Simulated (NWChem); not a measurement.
System: 1,1,1,2-tetrafluoroethane (C$_{2}$H$_{2}$F$_{4}$); SMILES FCC(F)(F)F

Parts of the log:

```
             Northwest Computational Chemistry Package (NWChem) 7.3.0
             --------------------------------------------------------

                             Geometry "geometry" -> ""
                             -------------------------

 Output coordinates in angstroms (scale by  1.889725989 to convert to a.u.)

  No.       Tag          Charge          X              Y              Z
 ---- ---------------- ---------- -------------- -------------- --------------
    1 F                    9.0000    -0.13473600     1.94783100     0.00352700
    2 C                    6.0000     0.74503300     0.91467000    -0.00687300
    3 C                    6.0000    -0.00338900    -0.40083200    -0.00022200
    4 F                    9.0000    -0.76357000    -0.52720100     1.08407800
    5 F                    9.0000    -0.78750200    -0.52448300    -1.06764900
    6 F                    9.0000     0.87897400    -1.40358100    -0.01128900
    7 H                    1.0000     1.38964200     0.95156200     0.88582700
    8 H                    1.0000     1.37073300     0.95337200    -0.91285900

 Effective nuclear repulsion energy (a.u.)     273.4794799742

  pbe96 is a nonlocal functional; adding pw91lda local functional.

                                 NWChem DFT Module
                                 -----------------

 Summary of "ao basis" -> "ao basis" (spherical)
 ------------------------------------------------------------------------------
       Tag                 Description            Shells   Functions and Types
 ---------------- ------------------------------  ------  ---------------------
 F                           6-31g*                  6       14   3s2p1d
 C                           6-31g*                  6       14   3s2p1d
 H                           6-31g*                  2        2   2s

 in cosmo_initialize ...

 solvent parameters
 solvname_short: unkn
 solvname_long:  unknown
 dielec:       11.7000

          ---------------
          -cosmo- solvent
          ---------------
 Cosmo: York-Karplus, doi: 10.1021/jp992097l
 dielectric constant -eps-     =  11.70
 screen = (eps-1)/(eps    )    =   0.91453
 surface charge correction     = lagrangian

   van der Waals surface
 --------------------------

 ---------- ATOMIC COORDINATES (A.U.) ------------ VDWR(ANG.) --
     1   -0.25461412    3.68086686    0.00666506     1.720
     2    1.40790822    1.72847567   -0.01298809     2.000
     3   -0.00640428   -0.75746265   -0.00041952     2.000
     4   -1.44293807   -0.99626543    2.04861037     1.720
     5   -1.48816300   -0.99112916   -2.01756406     1.720
     6    1.66102001   -2.65238349   -0.02133312     1.720
     7    2.62604260    1.79819144    1.67397030     1.300
     8    2.59030977    1.80161185   -1.72505338     1.300
 number of segments per atom =         32
 number of   points per atom =         32
 atom (   nspa,  nppa )
 ----------------------
    1 (     20,     0 )       0
    2 (     14,     0 )       0
    3 (      6,     0 )       0
    4 (     22,     0 )       0
    5 (     21,     0 )       0
    6 (     20,     0 )       0
    7 (     15,     0 )       0
    8 (     15,     0 )       0
 number of -cosmo- surface points =      133
 molecular surface =    110.201 angstrom**2
 molecular volume  =     87.147 angstrom**3
 G(cav/disp)       =      1.411 kcal/mol
 -lineq- algorithm             =   0
 -bem- low  level              =   2
 -bem- from -octahedral-
 gaussian surface charge width =   4.50000
 degree of switching           =   1.00000
 switching function tolerance  =   0.00010
 atomic radii =
 --------------
    1  9.000  1.720
    2  6.000  2.000
    3  6.000  2.000
    4  9.000  1.720
    5  9.000  1.720
    6  9.000  1.720
    7  1.000  1.300
    8  1.000  1.300
 ...... end of -cosmo- initialization ......

            General Information
            -------------------
          SCF calculation type: DFT
          Wavefunction type:  closed shell.
          No. of atoms     :     8
          No. of electrons :    50
           Alpha electrons :    25
            Beta electrons :    25
          Charge           :     0
          Spin multiplicity:     1
          Use of symmetry is: off; symmetry adaption is: off
          Maximum number of iterations: 150
          AO basis - number of functions:    88
                     number of shells:    40
          Convergence on energy requested:  1.00D-06
          Convergence on density requested:  1.00D-05
          Convergence on gradient requested:  5.00D-04

              XC Information
              --------------
          PerdewBurkeErnzerhof Exchange Functional  1.000
            Perdew 1991 LDA Correlation Functional  1.000 local
           PerdewBurkeErnz. Correlation Functional  1.000 non-local

             Grid Information
             ----------------
          Grid used for XC integration:  medium
          Radial quadrature: Mura-Knowles
          Angular quadrature: Lebedev.
          Tag              B.-S. Rad. Rad. Pts. Rad. Cut. Ang. Pts.
          ---              ---------- --------- --------- ---------
          F                   0.50       49           9.0       434
          C                   0.70       49           7.0       434
          H                   0.35       45           7.0       434
          Grid pruning is: on
          Number of quadrature shells:   384
          Spatial weights used:  Erf1

      Superposition of Atomic Density Guess
      -------------------------------------

 Sum of atomic energies:        -473.80630147

      Non-variational initial energy
      ------------------------------

 Total energy =    -475.760695
 1-e energy   =   -1204.043953
 2-e energy   =     454.803779
 HOMO         =      -0.376465
 LUMO         =       0.164533

   convergence    iter        energy       DeltaE   RMS-Dens  Diis-err
 ---------------- ----- ----------------- --------- --------- ---------
     COSMO gas phase
 d= 0,ls=0.0,diis     1   -476.0731804158 -7.50D+02  2.40D-02  2.12D+00
 d= 0,ls=0.0,diis     2   -475.5998025070  4.73D-01  1.45D-02  8.17D+00
 d= 0,ls=0.0,diis     3   -476.2907991839 -6.91D-01  1.93D-03  4.48D-02
 d= 0,ls=0.0,diis     4   -476.2925726917 -1.77D-03  1.08D-03  2.03D-02
 d= 0,ls=0.0,diis     5   -476.2940678913 -1.50D-03  2.92D-04  2.46D-03
  Resetting Diis
 d= 0,ls=0.0,diis     6   -476.2942673354 -1.99D-04  5.57D-05  3.50D-05
 d= 0,ls=0.0,diis     7   -476.2942710633 -3.73D-06  2.40D-05  2.81D-06
 d= 0,ls=0.0,diis     8   -476.2942705662  4.97D-07  1.58D-05  9.14D-06
 d= 0,ls=0.0,diis     9   -476.2942712815 -7.15D-07  1.12D-06  1.79D-08

   convergence    iter        energy       DeltaE   RMS-Dens  Diis-err
 ---------------- ----- ----------------- --------- --------- ---------
     COSMO solvation phase
 d= 0,ls=0.0,diis     1   -476.2973829763 -3.11D-03  1.32D-03  1.65D-03
 d= 0,ls=0.0,diis     2   -476.2977042465 -3.21D-04  3.21D-04  1.32D-03
 d= 0,ls=0.0,diis     3   -476.2978015399 -9.73D-05  9.92D-05  3.65D-04
 d= 0,ls=0.0,diis     4   -476.2978281315 -2.66D-05  2.61D-05  1.08D-05
 d= 0,ls=0.0,diis     5   -476.2978291174 -9.86D-07  8.04D-06  1.30D-06

         Total DFT energy =     -476.297829117432
      One electron energy =    -1204.983757832973
           Coulomb energy =      508.299399245404
    Exchange-Corr. energy =      -53.060962586652
 Nuclear repulsion energy =      273.479479974227

             COSMO energy =       -0.031987917439

 Numeric. integr. density =       49.999999412498

                                   COSMO solvation results
                                   -----------------------

                 gas phase energy =      -476.294271281538
                 sol phase energy =      -476.297829117432
 (electrostatic) solvation energy =         0.003557835894 (    2.23 kcal/mol)

                       DFT Final Molecular Orbital Analysis
                       ------------------------------------

 Vector   23  Occ=2.000000D+00  E=-3.358396D-01
              MO Center= -2.2D-01, -8.1D-01,  1.4D-03, r^2= 2.0D+00
   Bfn.  Coefficient  Atom+Function         Bfn.  Coefficient  Atom+Function
  ----- ------------  ---------------      ----- ------------  ---------------
    75      0.408962  6 F  pz                45     -0.309974  4 F  px
    59      0.305513  5 F  px                79      0.276846  6 F  pz
    49     -0.210138  4 F  px                61     -0.207972  5 F  pz
    63      0.207114  5 F  px                47     -0.200649  4 F  pz
    46      0.169836  4 F  py                60     -0.169426  5 F  py

 Vector   24  Occ=2.000000D+00  E=-2.930044D-01
              MO Center=  3.5D-01,  1.5D+00, -2.1D-03, r^2= 1.6D+00
   Bfn.  Coefficient  Atom+Function         Bfn.  Coefficient  Atom+Function
  ----- ------------  ---------------      ----- ------------  ---------------
     5      0.537656  1 F  pz                 9      0.387272  1 F  pz
    19     -0.281159  2 C  pz                86     -0.204120  7 H  s
    88      0.204027  8 H  s                 85     -0.186477  7 H  s
    87      0.186436  8 H  s                 45      0.066818  4 F  px
    59     -0.066152  5 F  px                75      0.059945  6 F  pz

 Vector   25  Occ=2.000000D+00  E=-2.875854D-01
              MO Center=  1.4D-01,  7.7D-01, -5.9D-04, r^2= 2.5D+00
   Bfn.  Coefficient  Atom+Function         Bfn.  Coefficient  Atom+Function
  ----- ------------  ---------------      ----- ------------  ---------------
     3      0.328807  1 F  px                 4      0.306642  1 F  py
    32      0.241346  3 C  py                 7      0.235786  1 F  px
     8      0.228857  1 F  py                17     -0.207975  2 C  px
    18     -0.206770  2 C  py                74     -0.198283  6 F  py
    34      0.168710  3 C  s                 46     -0.158650  4 F  py

 Vector   26  Occ=0.000000D+00  E= 5.489102D-02
              MO Center=  4.1D-01,  6.5D-01, -3.6D-03, r^2= 2.3D+00
   Bfn.  Coefficient  Atom+Function         Bfn.  Coefficient  Atom+Function
  ----- ------------  ---------------      ----- ------------  ---------------
    22      0.646713  2 C  py                 6     -0.551782  1 F  s
    21     -0.502414  2 C  px                86      0.357371  7 H  s
    88      0.357389  8 H  s                 34      0.303570  3 C  s
     8      0.283349  1 F  py                31     -0.282748  3 C  px
    17     -0.278130  2 C  px                18      0.274910  2 C  py

 Vector   27  Occ=0.000000D+00  E= 1.039757D-01
              MO Center=  7.4D-01,  3.9D-01, -1.8D-03, r^2= 3.0D+00
   Bfn.  Coefficient  Atom+Function         Bfn.  Coefficient  Atom+Function
  ----- ------------  ---------------      ----- ------------  ---------------
    86      1.031103  7 H  s                 88     -1.018966  8 H  s
    23     -0.761093  2 C  pz                33     -0.464248  3 C  pz
    37     -0.456639  3 C  pz                19     -0.318910  2 C  pz
    48      0.288682  4 F  s                 62     -0.288811  5 F  s
    63     -0.189445  5 F  px                49      0.186362  4 F  px

 Vector   28  Occ=0.000000D+00  E= 1.078846D-01
              MO Center=  1.4D+00,  8.7D-01, -1.9D-02, r^2= 3.0D+00
   Bfn.  Coefficient  Atom+Function         Bfn.  Coefficient  Atom+Function
  ----- ------------  ---------------      ----- ------------  ---------------
    20      1.784689  2 C  s                 88     -1.326735  8 H  s
    86     -1.317694  7 H  s                 21      0.718993  2 C  px
    22      0.263449  2 C  py                36      0.257820  3 C  py
    76      0.244762  6 F  s                 16      0.232596  2 C  s
    17      0.221004  2 C  px                34     -0.209604  3 C  s

     Multipole analysis of the density
     ---------------------------------

     L   x y z        total         alpha         beta         nuclear
     -   - - -        -----         -----         ----         -------
     0   0 0 0     -0.000000    -25.000000    -25.000000     50.000000

     1   1 0 0      0.738753      0.417817      0.417817     -0.096881
     1   0 1 0      0.124898     -0.335391     -0.335391      0.795680
     1   0 0 1     -0.008064     -0.011970     -0.011970      0.015876

     2   2 0 0    -21.940326    -55.762123    -55.762123     89.583921
     2   1 1 0      1.366744     -0.389634     -0.389634      2.146012
     2   1 0 1     -0.007621      0.045377      0.045377     -0.098375
     2   0 2 0    -25.054200   -127.965486   -127.965486    230.876772
     2   0 1 1     -0.017260     -0.072562     -0.072562      0.127865
     2   0 0 2    -22.759192    -51.474505    -51.474505     80.189817
```

Level: PBE/6-31G* (spherical d), COSMO on the gas-phase geometry. Geometry: optimised at PBE0/def2-SVP. COSMO prints the solvation energy as gas minus solution, so a positive value is a stabilisation.

### Question
Reconstruct the input file.

### Answer
This is not unique; one that fits is the input that was run:
```
start job
memory heap 200 mb stack 900 mb global 1100 mb
geometry units angstroms noautosym nocenter noautoz
  F     -0.134736     1.947831     0.003527
  C      0.745033     0.914670    -0.006873
  C     -0.003389    -0.400832    -0.000222
  F     -0.763570    -0.527201     1.084078
  F     -0.787502    -0.524483    -1.067649
  F      0.878974    -1.403581    -0.011289
  H      1.389642     0.951562     0.885827
  H      1.370733     0.953372    -0.912859
end
basis spherical
  * library 6-31g*
end
dft
  xc xpbe96 cpbe96
  iterations 150
end
cosmo
  dielec 11.7
end
task dft energy
```
